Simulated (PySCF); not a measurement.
Isomers of C6H16BNO. Method: TDDFT B3LYP/def2-SVPD, vertical, gas phase, core orbitals frozen in the response in PySCF 2.14.0, density-fitted response routines. Geometries: PBE0-D3(BJ)/def2-SVP; one conformer of each isolated species. Triplets are in the Tamm–Dancoff approximation.

A. `O(C)[C@@H]1CC[C@@H]([BH2-][NH3+])C1`
B. `COC[N@@+]1(C)[BH2-]CCC1`
C. `COC[NH2+][BH2-]C1CCC1`
D. `CO[C@@H]1CC[C@H]([BH2-][NH3+])C1`

Lowest singlet levels (six at most, fewer where fewer were computed) with oscillator strengths:

1. 5.32 eV (f 0.001); 5.80 eV (f 0.003); 5.93 eV (f 0.013); 6.44 eV (f 0.014); 6.72 eV (f 0.004); 6.85 eV (f 0.005); T1 5.29 eV
2. 5.58 eV (f 0.007); 5.77 eV (f 0.003); 5.87 eV (f 0.002); 6.55 eV (f 0.013); 6.94 eV (f 0.005); 7.03 eV (f 0.032); T1 5.55 eV
3. 5.99 eV (f 0.006); 6.14 eV (f 0.005); 6.57 eV (f 0.001); 6.71 eV (f 0.003); 6.82 eV (f 0.009); 6.86 eV (f 0.007); T1 5.93 eV
4. 6.48 eV (f 0.007); 6.59 eV (f 0.010); 7.03 eV (f 0.022); 7.08 eV (f 0.007); 7.19 eV (f 0.001); 7.21 eV (f 0.008); T1 6.42 eV

Question: Which spectrum belongs to which structure?

Answer: 1 = D, 2 = A, 3 = C, 4 = B.
- A: S1 at 5.58 eV, HOMO→LUMO (88%); Löwdin shares by element: HOMO oxygen 50%, carbon 23% or more (atoms not listed hold the other 27%); LUMO hydrogen 34% or more, boron 19%, nitrogen 16% (atoms not listed hold the other 32%); HOMO -6.72 and LUMO -0.54 eV.
- B: S1 at 6.48 eV, HOMO→LUMO (94%); Löwdin shares by element: HOMO hydrogen 37% or more, boron 33%, carbon 11% or more (atoms not listed hold the other 19%); LUMO carbon 28% or more, hydrogen 7% or more, oxygen 7% (atoms not listed hold the other 59%); HOMO -7.08 and LUMO 0.07 eV.
- C: S1 at 5.99 eV, HOMO→LUMO (91%), HOMO→LUMO+1 (8%); Löwdin shares by element: HOMO carbon 46% or more, boron 22% (atoms not listed hold the other 32%); LUMO carbon 25% or more, boron 12%, hydrogen 10% or more (atoms not listed hold the other 53%); HOMO -6.88 and LUMO -0.12 eV.
- D: S1 at 5.32 eV, HOMO→LUMO (95%); Löwdin shares by element: HOMO oxygen 47%, carbon 25% or more (atoms not listed hold the other 28%); LUMO hydrogen 33% or more, boron 19%, nitrogen 15% (atoms not listed hold the other 32%); HOMO -6.52 and LUMO -0.64 eV.

Without π bonds the low states are Rydberg-like; a valence basis with one diffuse set may place them up to an eV too high.
